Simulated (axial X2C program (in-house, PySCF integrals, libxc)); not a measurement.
# PBr⁻: cheaper levels and CCSD(T), two-component

All values were computed with an in-house relativistic program for diatomic molecules. Two-component (2c) means X2C with spin–orbit coupling and atomic mean-field two-electron Coulomb and Gaunt terms. Basis: Br dyall-acv3z [9s10p7d5f1g], P dyall-av3z [9s8p3d2f] (cores contracted in-house); Gaussian nuclei, density fitting, unrestricted open shells. Masses: Br 78.918 u, P 30.974 u.

State: Ω = 3/2 (⟨Sz⟩ = 0.50, ⟨Lz⟩ = 1.00 at HF); fragments Br- + P.

```tsv
level	Re (Å)	ωe (cm⁻¹)	De (eV)
PBE0	2.312	336.9	0.743
HF	2.368	303.1	-0.679
MP2	2.318	339.2	0.417
CCSD	2.346	319.1	0.426
PW91	2.334	322.4	0.937
```

Correlated methods: 13 electrons correlated (number of frozen shells: Br 3 s, 2 p, 1 d; P 2 s, 1 p), 245 virtual spin orbitals or spinors in MP2, 90 natural virtuals in coupled cluster.

CCSD(T), same Hamiltonian and basis:

Re = 2.347 Å, ωe = 318.8 cm⁻¹, De = 0.51 eV; T1 = 0.014 (Lee–Taylor normalisation).

**Question.** Give the differences from CCSD(T) in the columns below.

**Answer.** 

```json
{"level": "PBE0", "ΔRe (Å)": "-0.035", "Δωe (cm⁻¹)": "18", "ΔDe (eV)": "0.23"}
{"level": "HF", "ΔRe (Å)": "0.021", "Δωe (cm⁻¹)": "-16", "ΔDe (eV)": "-1.19"}
{"level": "MP2", "ΔRe (Å)": "-0.029", "Δωe (cm⁻¹)": "20", "ΔDe (eV)": "-0.09"}
{"level": "CCSD", "ΔRe (Å)": "-0.001", "Δωe (cm⁻¹)": "0", "ΔDe (eV)": "-0.08"}
{"level": "PW91", "ΔRe (Å)": "-0.013", "Δωe (cm⁻¹)": "4", "ΔDe (eV)": "0.43"}
```

The state is one determinant whose occupation by symmetry is held fixed; it was picked as the lowest of a PBE0 search that is not exhaustive. Dissociation energies refer to the lowest single-determinant-based atoms at the same level and basis. Density functionals use the spin component along the axis (collinear). Coupled cluster ran in a truncated set of natural virtual spinors; the MP2 energy of the rest was added. (T) has no such correction and the atoms are truncated less, which lowers De at CCSD(T) by a hundredth of an eV or more. The functionals have no current-density term, which raises determinants with orbital currents, atoms included. The atomic limit has a lower orbital projection than the molecule and lies lower at mean-field level, so De may be about a tenth of an eV too small. Some points did not converge and are left out. The highest occupied level of some functionals is positive through self-interaction error; at Hartree–Fock it is bound. The stretched end of a curve changes character and is left out. Hartree–Fock gets electron affinities wrong, so its lowest charge split need not be the true one.
